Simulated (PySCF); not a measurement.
Isomers of C5H6O2Si, mass 126.014 u with the commonest isotopes. Method: PBE0/def2-SVPD in PySCF (dipole) on a GFN2-xTB geometry, gas phase. One conformer each, none proved a minimum here; rigid rotors.

Question: Order these by rotational constant B, smallest first.
A. `[CH3:1][SiH2:2][C:3]#[C:4][C:5](=[O:6])[CH:7]=[O:8]` with C4–C5–C7–O8 0°
B. `[CH3:1][SiH:2]1[C:3](=[O:4])[CH:5]=[CH:6][C:7]1=[O:8]` with C1–Si2–C3–O4 37°, Si2–C3–C5–C6 18°, C5–C6–C7–O8 159°, C1–Si2–C7–C6 140°
C. `[O:1]=[C:2]1[CH:3]=[CH:4][C:5](=[O:6])[CH:7]1[SiH3:8]` with O1–C2–C3–C4 172°, C3–C4–C5–O6 -172°, C4–C5–C7–Si8 105°, O1–C2–C7–C5 -168°
D. `[O:1]=[CH:2][O:3][C:4]1=[CH:5][SiH2:6][CH:7]=[CH:8]1` with O1–C2–O3–C4 0°, C2–O3–C4–C5 0°

Answer: A (761.8 MHz), D (1120 MHz), B (1848 MHz), C (1921 MHz).

Question: Order these by rotational constant C, largest first.
A. `[O:1]=[C:2]1[CH:3]=[CH:4][C:5](=[O:6])[CH:7]1[SiH3:8]` with O1–C2–C3–C4 172°, C3–C4–C5–O6 -172°, C4–C5–C7–Si8 105°, O1–C2–C7–C5 -168°
B. `[CH3:1][SiH2:2][C:3]#[C:4][C:5](=[O:6])[CH:7]=[O:8]` with C4–C5–C7–O8 0°
C. `[O:1]=[CH:2][O:3][C:4]1=[CH:5][SiH2:6][CH:7]=[CH:8]1` with O1–C2–O3–C4 0°, C2–O3–C4–C5 0°
D. `[CH3:1][SiH:2]1[C:3](=[O:4])[CH:5]=[CH:6][C:7]1=[O:8]` with C1–Si2–C3–O4 37°, Si2–C3–C5–C6 18°, C5–C6–C7–O8 159°, C1–Si2–C7–C6 140°

Answer: A (1166 MHz), D (1077 MHz), C (892.5 MHz), B (621.9 MHz).

Question: Order these by out-of-plane moment Σ m c² = (Ia + Ib − Ic)/2, largest first.
A. `[O:1]=[CH:2][O:3][C:4]1=[CH:5][SiH2:6][CH:7]=[CH:8]1` with O1–C2–O3–C4 0°, C2–O3–C4–C5 0°
B. `[CH3:1][SiH2:2][C:3]#[C:4][C:5](=[O:6])[CH:7]=[O:8]` with C4–C5–C7–O8 0°
C. `[O:1]=[C:2]1[CH:3]=[CH:4][C:5](=[O:6])[CH:7]1[SiH3:8]` with O1–C2–C3–C4 172°, C3–C4–C5–O6 -172°, C4–C5–C7–Si8 105°, O1–C2–C7–C5 -168°
D. `[CH3:1][SiH:2]1[C:3](=[O:4])[CH:5]=[CH:6][C:7]1=[O:8]` with C1–Si2–C3–O4 37°, Si2–C3–C5–C6 18°, C5–C6–C7–O8 159°, C1–Si2–C7–C6 140°

Answer: C (37.45 u·Å²), D (20.44 u·Å²), B (4.53 u·Å²), A (2.99 u·Å²).

```
              SMILES  point group  Ia (u·Å²)  Ib (u·Å²)  Ic (u·Å²)      κ  μa (D)  μb (D)  μc (D)
  C[SiH2]C#CC(=O)C=O           Cs     158.32     663.39     812.65  -0.89    2.29    0.74    0.00
O=C1C=CC(=O)C1[SiH3]           Cs     245.45     263.03     433.59   0.69    0.00    0.54    1.68
 C[SiH]1C(=O)C=CC1=O      near Cs     236.54     273.45     469.11   0.46    0.00    0.42    1.17
  O=COC1=C[SiH2]C=C1           Cs     120.90     451.34     566.25  -0.86    1.12    1.69    0.00
```
